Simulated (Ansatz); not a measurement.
Start from `C[N]([GeH3])[SiH2]F` and change one atom or group to get `C[N]([GeH3])[SiH](O)F`.

Ansatz, PBE0-D4/def2-TZVP geometries, multiplicity 1. Each molecule was computed in one conformer, which needn't be the lowest.

Scalar relativity is left out up to krypton.

```tsv
property	`C[N]([GeH3])[SiH2]F`
LUMO energy (PBE/def2-TZVPP) / eV	-0.59
LUMO energy (PBE0/def2-TZVPP) / eV	0.25
size of the dipole moment (PBE/def2-TZVPP) / D	1.90
HOMO energy (ωB97M-V/def2-TZVPP) / eV	-9.64
HOMO energy (B3LYP/def2-TZVPP) / eV	-7.11
size of the dipole moment (ωB97M-V/def2-TZVPP) / D	1.95
```

Problem. Give the same properties after the change, and the shifts. (An estimate is asked.)

Solution. The calculation gave: 
```tsv
property	`C[N]([GeH3])[SiH](O)F`	shift
LUMO energy (PBE/def2-TZVPP) / eV	-0.31	0.28
LUMO energy (PBE0/def2-TZVPP) / eV	0.54	0.29
size of the dipole moment (PBE/def2-TZVPP) / D	0.57	-1.33
HOMO energy (ωB97M-V/def2-TZVPP) / eV	-9.52	0.12
HOMO energy (B3LYP/def2-TZVPP) / eV	-6.98	0.13
size of the dipole moment (ωB97M-V/def2-TZVPP) / D	0.59	-1.36
```

With PBE0 the HOMO rises by 0.13 eV and the LUMO rises by 0.29 eV, so the gap widens by about 0.16 eV. PBE moves the HOMO by 0.15 eV and ωB97M-V by 0.12 eV. Dipoles are sizes alone; their direction can turn.

B3LYP here is the variant with VWN-RPA as its local correlation; programs differ in this.
